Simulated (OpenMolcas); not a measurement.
## Ni5+: effect of the basis set

```yaml
Program: OpenMolcas
Method: "SS-CASPT2, IPEA 0.25 Eh, imaginary shift 0.1 Eh (closed shells correlated: 3s 3p)"
Active_space: 5 electrons in 5 orbitals (3d)
State_averaging: 2S+1 = 6 even, 1 root; 2S+1 = 4 even, 24 roots; 2S+1 = 2 even, 75 roots
Spin-orbit_coupling: state interaction with AMFI integrals over the reference wave functions, term energies averaged over their components
```

A. ANO-RCC-VDZP [5s4p2d1f], DKH2, point nucleus; CASPT2 step roughly 4 core-seconds
B. ANO-RCC-VTZP [6s5p3d2f1g], DKH2, point nucleus; CASPT2 step of the order of 14 core-seconds
C. ANO-L-VTZP [6s5p3d2f1g], non-relativistic, point nucleus; CASPT2 step roughly 20 core-seconds
D. ANO-R2 [6s5p4d2f1g], X2C, finite nucleus; CASPT2 step roughly 13 core-seconds
E. ANO-RCC-VQZP [7s6p4d3f2g1h], DKH2, point nucleus; CASPT2 step of the order of 29 core-seconds
F. ANO-R3 [7s5p5d3f2g1h], X2C, finite nucleus; CASPT2 step of the order of 27 core-seconds

Energies in cm⁻¹ above 3d⁵ ⁶S_5/2, the measured ground level; measured values from Corliss and Sugar, J. Phys. Chem. Ref. Data 10, 197 (1981).

| Level | A | B | C | D | E | F | Measured |
| --- | --- | --- | --- | --- | --- | --- | --- |
| 3d⁵ ⁶S_5/2 | 0.0 | 0.0 | 0.0 | 0.0 | 0.0 | 0.0 | 0.0 |
| 3d⁵ ⁴G_5/2 | 45370 | 43260 | 43500 | 43600 | 42990 | 42840 |  |
| 3d⁵ ⁴G_7/2 | 45450 | 43340 | 43590 | 43680 | 43070 | 42920 |  |
| 3d⁵ ⁴G_11/2 | 45480 | 43360 | 43620 | 43710 | 43100 | 42940 | 41921 |
| 3d⁵ ⁴G_9/2 | 45510 | 43380 | 43650 | 43730 | 43120 | 42970 |  |
| 3d⁵ ⁴P_5/2 | 49210 | 47610 | 47730 | 47990 | 47360 | 47160 | 45884 |
| 3d⁵ ⁴P_3/2 | 49420 | 47810 | 47950 | 48190 | 47550 | 47360 | 46104 |
| 3d⁵ ⁴P_1/2 | 49640 | 48050 | 48210 | 48420 | 47790 | 47600 | 46325 |
| 3d⁵ ⁴D_7/2 | 54310 | 51820 | 52110 | 52170 | 51550 | 51380 | 50331 |
| 3d⁵ ⁴D_1/2 | 54540 | 52050 | 52360 | 52400 | 51780 | 51610 |  |
| 3d⁵ ⁴D_3/2 | 54700 | 52240 | 52560 | 52580 | 51960 | 51800 |  |
| 3d⁵ ⁴D_5/2 | 54730 | 52280 | 52600 | 52620 | 52000 | 51830 |  |
| 3d⁵ ²I_11/2 | 66370 | 63290 | 63670 | 63850 | 62900 | 62640 | 61196 |
| 3d⁵ ²I_13/2 | 66590 | 63490 | 63890 | 64040 | 63100 | 62840 | 61280 |
| 3d⁵ ²D_5/2(1) [67 %] | 68980 | 66600 | 66780 | 67170 | 66220 | 65940 | 64152 |
| 3d⁵ ²D_3/2(1) | 70110 | 67610 | 67880 | 68160 | 67230 | 66970 | 65174 |
| 3d⁵ ²F_7/2(1) | 72410 | 69880 | 70130 | 70430 | 69450 | 69170 | 67085 |
| 3d⁵ ⁴F_9/2 | 73960 | 70800 | 71180 | 71260 | 70450 | 70230 |  |
| 3d⁵ ⁴F_7/2 | 74120 | 70970 | 71360 | 71430 | 70610 | 70400 |  |
| 3d⁵ ⁴F_3/2 | 74510 | 71370 | 71800 | 71820 | 71000 | 70790 |  |
| 3d⁵ ²H_9/2 [68 %] | 78750 | 75570 | 75920 | 76150 | 75140 | 74840 | 72909 |
| 3d⁵ ²H_11/2 | 79670 | 76560 | 76950 | 77140 | 76090 | 75800 | 73757 |
| 3d⁵ ²G_7/2(1) | 80760 | 77130 | 77590 | 77660 | 76700 | 76410 | 74628 |
| 3d⁵ ²G_9/2(1) [66 %] | 81530 | 77980 | 78470 | 78520 | 77530 | 77250 | 75442 |

Deviations, from unrounded energies. A percentage is the sum of absolute deviations over the sum of measured energies, with the sign that they share, or ± where signs differ.

| Against measurement | Levels | A | B | C | D | E | F |
| --- | --- | --- | --- | --- | --- | --- | --- |
| mean absolute deviation (cm-1) | 14 | 4800 | 2200 | 2500 | 2700 | 1800 | 1600 |
| other terms of the ground configuration (%) | 14 | +7.9 | +3.6 | +4.1 | +4.4 | +3.0 | +2.6 |

F lies closest to measurement on these levels and A furthest from it. The largest miss of F in the table is 3d⁵ ²F_7/2(1), by +2100 cm-1. The ranking rests on the paired levels alone, and a cruder setting can come out closer through cancelling errors.

Among A to F the level of the table that moves most is 3d⁵ ²G_7/2(1), by 4300 cm-1 (lowest in F, highest in A). Moves below CASPT2's spread within the term are not significant.

CASPT2 breaks the degeneracy within a term, and the mean is taken; among the terms shown or strongly mixed into the levels shown the widest spread is 170 cm-1 (3d⁵ ⁴F, E). The basis is small and was not contracted for so high a charge (holds for A). Measured partners are found by configuration, term and J. A level has none where our copy of the source lacks it or the pairing is in doubt (some pairs that miss far off the trend of their configuration count as doubtful), and it then counts in no deviation. Levels of configurations outside the active space are missing. The table leaves out levels that lie high or whose names do not pair safely across all columns.

A share in square brackets marks a mixed level and gives the weight of the term that names it, the lowest over the columns. A number in round brackets counts repeated terms of one configuration in the order of the reference energies.
